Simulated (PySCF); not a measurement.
## Au(62+): ionisation energy

Au(62+) [Ne] 3s2 3p5 (2P) → Au(63+) [Ne] 3s2 3p4 (3P), as a difference of total energies. Calculation: PySCF 2.14, in an even-tempered Gaussian basis (17 s from 17 bohr⁻², ratio 2.5; 12 p from 23 bohr⁻², ratio 2.5; 4 d from 92 bohr⁻², ratio 2.7; 4 f from 140 bohr⁻², ratio 2.7); scalar relativity by spin-free X2C-1e. Correlated levels: outer shells: 1s2 frozen; virtual orbitals above 40 to 60 times the deepest correlated orbital energy dropped. The calculations carry no spin-orbit coupling.

```csv
method,ionisation energy (eV)
UHF,7002.7
MP2 (outer shells),7003.9
SCS-MP2 (outer shells),7003.8
CCSD (outer shells),7003.9
CCSD(T) (outer shells),7003.9
```

Spin-orbit coupling is strong in these open shells (close to jj coupling). The scalar numbers leave it out and a first-order estimate fails, so it can dominate the gap to the real levels.

Breit and QED terms and the two-electron picture change are absent.

For comparison: 6854 ± 15 eV (theoretical estimate listed by NIST; NIST Atomic Spectra Database, ionization energies).
